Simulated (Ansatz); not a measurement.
Ideal-gas functions of CH$_{3}$ClFOSi, SMILES `CO[Si](F)Cl` radical at 298.15 K and 1 bar, from an Ansatz frequency run at PBE0-D4/def2-TZVP.

Molar mass 113.57 g/mol, point group C1 (symmetry number 1), electronic degeneracy 2, moments of inertia 134.329, 187.021, 303.678 u Å². Harmonic wavenumbers (cm⁻¹, unscaled): 70, 81, 142, 228, 300, 339, 531, 786, 918, 1154, 1183, 1211, 1480, 1496, 1498, 3042, 3114, 3143.

Use S(trans) = R[1.5 ln M + 2.5 ln T − 1.1517]; rotational temperatures θ = 24.2544 K / I; S(rot) = R[ln(√π/σ · √(T³/θAθBθC)) + 1.5]; for each mode x = 1.438777 ν̃/T, S = R[x/(eˣ − 1) − ln(1 − e⁻ˣ)] and H = RT x/(eˣ − 1); 1 cm⁻¹ = 0.0119627 kJ/mol; R = 8.31446 J/(mol·K).

**Question.** By hand: the entropy, in J/(mol·K).

**Answer.** Translation 167.9. Rotation: θ = 0.1806, 0.1297, 0.0799 K, giving 114.4. Vibration, mode by mode: 17.38, 16.18, 11.62, 7.93, 5.93, 5.09, 2.45, 0.92, 0.54, 0.21, 0.19, 0.17, 0.05, 0.05, 0.05, 0.00, 0.00, 0.00, in all 68.7. Electronic 5.8. Sum 356.8 J/(mol·K).

**Question.** By hand: H − E and G − E in kJ/mol, counted from the electronic energy.

**Answer.** Zero-point energy ½ × 20716 × 0.0119627 = 123.9; thermal vibration 10.3; translation, rotation and pV give 4 RT = 9.9. H − E = 144.1 kJ/mol, and G − E = 144.1 − 298.15 × 356.8/1000 = 37.7 kJ/mol.

Vibration gives 19 % of the entropy, 45.2 J/(mol·K) of it from the modes under 150 cm⁻¹: soft modes count most, and the harmonic formula is weakest for them. The sum counts one conformer and one mirror image; others add a mixing term.
